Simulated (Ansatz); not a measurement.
Conformers of `CO[SiH2][Se]C`, each relaxed with PBE0-D4/def2-TZVP in Ansatz. CBS adds the triple-zeta coupled-cluster correction to the MP2 limit.

Outer-core shells of Se are correlated without core-valence functions. Scalar relativity is left out up to krypton. Spin–orbit coupling is left out.

Not all of them had a frequency check.

Conformer A:

Z-matrix (Å, degrees):
```
C
O 1 1.408
H 1 1.097 2 111.6
H 1 1.091 2 108.2 3 -119.3
H 1 1.096 2 111.0 3 121.6
Si 2 1.639 1 123.2 3 -57.1
Se 6 2.268 2 114.9 1 -55.2
H 6 1.478 2 105.5 1 -174.1
H 6 1.490 2 109.8 1 64.0
C 7 1.960 6 97.8 2 87.6
H 10 1.088 7 110.6 6 -79.0
H 10 1.088 7 106.6 6 161.9
H 10 1.088 7 109.9 6 43.3
```

Conformer B:

Z-matrix (Å, degrees):
```
C
O 1 1.410
H 1 1.096 2 111.4
H 1 1.091 2 108.1 3 119.2
H 1 1.096 2 111.5 3 -121.6
Si 2 1.637 1 123.1 3 61.1
Se 6 2.259 2 105.6 1 179.6
H 6 1.492 2 111.2 1 -60.1
H 6 1.492 2 111.2 1 59.3
C 7 1.960 6 94.1 2 179.5
H 10 1.088 7 110.5 6 -61.4
H 10 1.088 7 106.2 6 -179.9
H 10 1.088 7 110.6 6 61.5
```

**Question.** Which is lowest in electronic energy at CCSD(T)/CBS (frozen core, def2 sets), and by how much? (Estimate.)

**Answer.** Ansatz gave: A; B lies 11.6 kJ/mol higher.

**Question.** Give the energies relative to A (kJ/mol) with PBE0-D4/def2-TZVPP, PBE/def2-TZVPP, HF/def2-TZVPP, MP2/def2-TZVPP, HF/def2-QZVPP, MP2/def2-QZVPP, HF/CBS(def2). (Best estimate.)

**Answer.** The calculation gave: 
```
             level     B
PBE0-D4/def2-TZVPP  12.2
    PBE/def2-TZVPP  12.1
     HF/def2-TZVPP   5.1
    MP2/def2-TZVPP  11.6
     HF/def2-QZVPP   5.0
    MP2/def2-QZVPP  11.7
      HF/CBS(def2)   5.0
```
